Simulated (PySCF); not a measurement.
(OH)3Si-S-SiH3.
Geometry (PBE0-D3(BJ)/def2-SVP, Å), atoms numbered from 1 in this order:
```xyz
12
H6O3SSi2 angstrom
Si    -0.135    0.124    1.049
O     -0.767    1.599    1.422
O     -0.139   -0.750    2.447
O      1.352    0.432    0.400
S     -1.176   -1.005   -0.427
Si     0.022   -0.489   -2.149
H     -1.505    1.604    2.039
H     -0.035   -1.702    2.349
H      1.731    1.285    0.636
H     -0.743   -1.049   -3.301
H      0.141    0.988   -2.309
H      1.369   -1.121   -2.106
```

Computed, not measured: PBE0-D3(BJ)/def2-SVP geometry optimisation, gas phase (PySCF 2.14.0).

Take the most abundant isotopes and a rigid rotor. The values belong to one conformer.

What are A, B and C (MHz)?

Ia = 166.72, Ib = 402.22, Ic = 446.73 u·Å²; 505379 MHz·u·Å²/I gives A = 3031, B = 1256, C = 1131 MHz.

What kind of rotor is it?

An asymmetric top; Ray's κ = -0.868.

Is it planar, by Δ = Ic − Ia − Ib?

Not planar: Δ = Ic − Ia − Ib = -122.21 u·Å². For a rigid frame Δ = −2 Σ m c², so Σ m c² = 61.11 u·Å² lies off the ab plane: 8.99 from hydrogen and 52.12 from heavier atoms. The atom farthest from that plane is 1.79 Å away.

Give the other two planar moments, Paa and Pbb, and the rms extents of the mass along the axes.

Paa = Σ m a² = (Ib + Ic − Ia)/2 = 341.11 and Pbb = Σ m b² = (Ia + Ic − Ib)/2 = 105.62 u·Å². With the mass M = 141.96 u, the rms extents √(P/M) along a, b and c are 1.55, 0.86, 0.66 Å.

Where do the levels up to J = 4 lie, in cm⁻¹?

Above 0(0,0):
J = 1: 1(0,1) 0.0796, 1(1,1) 0.1388, 1(1,0) 0.1430
J = 2: 2(0,2) 0.2387, 2(1,2) 0.2940, 2(1,1) 0.3065, 2(2,1) 0.4841, 2(2,0) 0.4843
J = 3: 3(0,3) 0.4768, 3(1,3) 0.5265, 3(1,2) 0.5516, 3(2,2) 0.7230, 3(2,1) 0.7241, 3(3,1) 1.0296, 3(3,0) 1.0296
J = 4: 4(0,4) 0.7933, 4(1,4) 0.8363, 4(1,3) 0.8781, 4(2,3) 1.0415, 4(2,2) 1.0446, 4(3,2) 1.3486, 4(3,1) 1.3486, 4(4,1) 1.7772, 4(4,0) 1.7772

Predict some low-J microwave lines.

The dipole components are |μa| = 1.09 D, |μb| = 0.41 D, |μc| = 0.22 D. The squared components, which scale the intensities, stand as 1.00 : 0.14 : 0.04 (a : b : c). Some lines, for components of 0.1 D or more:

```
type  branch         J(Ka,Kc)    MHz  lower level (cm⁻¹)
   c       Q  4(1,4) ← 4(0,4)   1290               0.793
   c       Q  3(1,3) ← 3(0,3)   1490               0.477
   b       Q  1(1,0) ← 1(0,1)   1900               0.080
   b       Q  3(1,2) ← 3(0,3)   2241               0.477
   b       Q  4(1,3) ← 4(0,4)   2541               0.793
   c       R  1(1,0) ← 0(0,0)   4288               0.000
   a       R  2(1,1) ← 1(1,0)   4901               0.143
   b       Q  4(2,2) ← 4(1,3)   4993               0.878
   c       Q  3(2,2) ← 3(1,2)   5141               0.552
   b       R  2(1,2) ← 1(0,1)   6425               0.080
   a       R  3(1,3) ← 2(1,2)   6972               0.294
   a       R  3(0,3) ← 2(0,2)   7138               0.239
   a       R  3(2,1) ← 2(2,0)   7189               0.484
   c       Q  4(3,2) ← 4(2,2)   9113               1.045
   b       Q  4(3,1) ← 4(2,2)   9115               1.045
   c       Q  3(3,1) ← 3(2,1)   9159               0.724
   a       R  4(3,2) ← 3(3,1)   9563               1.030
   c       R  2(2,1) ← 1(1,1)  10350               0.139
   b       R  2(2,0) ← 1(1,1)  10357               0.139
   c       R  4(1,3) ← 3(0,3)  12029               0.477
   c       Q  4(4,1) ← 4(3,1)  12849               1.349
   b       R  4(2,2) ← 3(1,3)  15532               0.527
   c       R  4(4,1) ← 3(3,1)  22414               1.030
   b       R  4(4,0) ← 3(3,1)  22414               1.030
```

Not checked by PBE0-D3(BJ)/def2-SVP frequencies. Zero-point vibration and centrifugal distortion are left out. A rigid rotor knows nothing of internal rotation, which can split or shift real lines.

The run took 1.8 min on an Arm Neoverse V2 with one thread, on a shared host, and the process peaked at 0.48 GiB of memory. This is the geometry optimisation.
